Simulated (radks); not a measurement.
Spherical quantum dot in the effective-mass picture: electrons in a well V = -V0 / (1 + exp((r - R)/a)) with V0 = 7.97, R = 6.87, a = 0.74, with a point charge +2 (a donor) at the centre, all in effective atomic units (hartree* = m*/eps^2 hartree, bohr* = eps/m* bohr), one dielectric constant everywhere. Method: non-relativistic Kohn-Sham, PBEsol, spin-polarised, spherical densities; computed with a radial shooting solver with Libxc functionals. Levels are named by radial order and angular momentum (1s, 1p, 1d, 2s, ...), and open shells are averaged over m. Each electron was tried in the lowest free levels, single moves between levels near the top were tried too, and the lowest total energy was kept; such a search can miss a lower state. At N = 1 the Hartree and exchange-correlation terms need not cancel, so that row can carry a self-interaction error.

N	open shells	2S	mu = E(N) - E(N-1) (hartree*)	addition energy mu(N+1) - mu(N) (hartree*)	rms radius (bohr*)
1	1s(up 1, down 0)	1	-9.9369	1.085	0.8845
2	none	0	-8.8521	1.225	1.109
3	2s(up 1, down 0)	1	-7.6274	0.2449	2.139
4	1p(up 1, down 0) 2s(up 1, down 0)	2	-7.3826	0.2391	2.522
5	1p(up 2, down 0) 2s(up 1, down 0)	3	-7.1435	0.2367	2.775
6	1p(up 3, down 0) 2s(up 1, down 0)	4	-6.9068	0.2847	2.966
7	1p(up 3, down 0)	3	-6.6221	0.2355	3.135
8	1p(up 3, down 1)	2	-6.3866	0.2121	3.264
9	1p(up 3, down 2)	1	-6.1745	0.2129	3.374
10	none	0	-5.9616	0.3716	3.470
11	1d(up 1, down 0)	1	-5.5900	0.2008	3.574
12	1d(up 2, down 0)	2	-5.3893	0.2005	3.663
13	1d(up 3, down 0)	3	-5.1888	0.1997	3.742
14	1d(up 4, down 0)	4	-4.9891	0.1989	3.812
15	1d(up 5, down 0)	5	-4.7902	0.2453	3.876
16	1d(up 5, down 1)	4	-4.5449	0.1918	3.936
17	1d(up 5, down 2)	3	-4.3531	0.1919	3.991
18	1d(up 5, down 3)	2	-4.1612	0.1916	4.041
19	1d(up 5, down 4)	1	-3.9695	0.1912	4.088
20	none	0	-3.7783	0.3610	4.133
21	1f(up 1, down 0)	1	-3.4174	0.1855	4.179
22	1f(up 2, down 0)	2	-3.2318	0.1852	4.223
23	1f(up 3, down 0)	3	-3.0467	-	4.264

All shells are closed at N = 2, 10, 20 (there: 1s2 1p6 1d10 2s2); the second difference of the energy has clear peaks (12 % above both neighbours; the first and last values, which can be the largest, are not judged, and half-filled shells can peak too) at N = 2, 6, 10, 15, 20.
